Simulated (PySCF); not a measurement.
# Two-photon absorption: `c1cc2ccc3cncc4ccc(c1)c2c34`, C15H9N

Geometry (Å), atoms numbered from 1 in this order:
```xyz
25

C     2.473    2.211    0.055
C     1.163    2.655   -0.001
C     0.106    1.744   -0.024
C    -1.261    2.151   -0.081
C    -2.270    1.249   -0.103
C    -1.998   -0.150   -0.071
C    -2.985   -1.140   -0.093
N    -2.727   -2.435   -0.063
C    -1.471   -2.838   -0.009
C    -0.376   -1.969    0.019
C     0.983   -2.397    0.077
C     1.993   -1.496    0.099
C     1.743   -0.090    0.067
C     2.766    0.860    0.089
C     0.402    0.360    0.010
C    -0.652   -0.581   -0.014
H     3.277    2.932    0.074
H     0.950    3.713   -0.028
H    -1.471    3.212   -0.106
H    -3.302    1.568   -0.146
H    -4.033   -0.870   -0.137
H    -1.322   -3.910    0.013
H     1.185   -3.458    0.103
H     3.022   -1.825    0.143
H     3.794    0.529    0.134
```

The calculation used TDDFT B3LYP/def2-SVPD excited states, vertical, gas phase (PySCF 2.14.0). Geometry: GFN2-xTB.

(1) Give the one- and two-photon strengths of the lowest singlets.

Answers

(1) δ for parallel linear polarisation; σ at the peak of a Lorentzian of half width 0.1 eV, single beam; Ω is circular over linear.
| state | E (eV) | f | photon λ (nm) | δ (au) | σ (GM) | Ω | main |
| --- | --- | --- | --- | --- | --- | --- | --- |
| S1 | 3.71 | 0.275 | 668 | 4.69 | 0.02 | 1.48 | HOMO→LUMO 0.90, HOMO−2→LUMO+1 0.08 |
| S2 | 3.78 | 0.022 | 656 | 0.66 | 0.00 | 1.50 | HOMO→LUMO+1 0.75, HOMO−2→LUMO 0.24 |
| S3 | 4.03 | 0.000 | 615 | 0.15 | 0.00 | 1.50 | HOMO−1→LUMO 0.97 |
| S4 | 4.34 | 0.001 | 572 | 125 | 0.86 | 1.50 | HOMO→LUMO+2 0.96 |
| S5 | 4.62 | 0.002 | 536 | 1.14 | 0.01 | 1.50 | HOMO−1→LUMO+1 0.96 |

Among these, the strongest one-photon state is S1, the strongest two-photon state S4, with a dipole change of 0.2 D (relaxed, norm of the difference vector).
